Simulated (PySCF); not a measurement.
A series of derivatives of [CH2-]C#N

Parent skeleton `[CH2-:1][C:2]#[N:3]`; one hydrogen on atom 1 is replaced by X. Hydrogens on one atom are averaged.

- shieldings: GIAO PBE0/pcSseg-1
- coordinates at the GFN2-xTB level
- program: PySCF
- non-relativistic, no solvent model, a single conformation

Scale: TMS for 13C (186.93 ppm), 1H (31.72 ppm); NH3 for 15N (267.73 ppm) (reference shieldings calculated alike).

Parent (X = H): C1 -16.3, C2 146.4, N3 274.4, H(C1) -0.72 ppm. Effects are Δδ = δ(X) − δ(H), positive for deshielding.

(1) Give Δδ (ppm) for X = N=CH2, 4-pyridyl, SCH3, tBu.

(2) Which position responds most, and to which substituents?

Results:

(1) 
```
        X            SMILES     C1     C2     N3  H(C1)
    N=CH2       C=N[CH-]C#N  +82.9   -7.2  +16.5  +5.54
4-pyridyl  N#C[CH-]c1ccncc1  +59.0  -12.3  +24.1  +3.44
     SCH3        CS[CH-]C#N  +24.4   -5.9   +3.2  +2.13
      tBu  CC(C)(C)[CH-]C#N  +37.2   -2.5  +19.9  +0.93
```

(2) C1: from +24.4 ppm with SCH3 to +82.9 ppm with N=CH2.

Experimental scales use liquid or dissolved standards, which lie at an offset from isolated NH3 (liquid NH3: subtract about 20 ppm). Unscaled 15N shifts of sp2 nitrogen come out 20 to 40 ppm too high even then.
